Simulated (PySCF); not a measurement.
Se(SH)(SMe) (CH4S2Se), SMILES CS[Se]S.

The structure is a stationary point at PBE-D3(BJ)/def2-SVP. The structure was generated by enumeration, and PubChem lists no compound with its InChIKey, so it may never have been made. The values are those of a single conformer.

Computed with M06-2X/def2-TZVP run with PySCF.

Isolated molecule, no solvent.

Question: Estimate the frontier levels, gap, dipole moment and polarisability. (Estimate from the structure and the level; the computed values follow.)

Answer: 
The highest occupied level comes out as -8.08 eV, the lowest empty level is -0.75 eV and the orbital gap comes out as 7.34 eV. The dipole moment comes out as 1.00 D, the quadrupole, principal values (traceless, Buckingham form, about the centre of nuclear charge) is -6.67, -1.70, 8.37 D·Å and the mean static polarisability comes out as 80.5 bohr³ (11.93 Å³). The polarisability, principal values comes out as 62.0, 70.9, 108.6 bohr³.
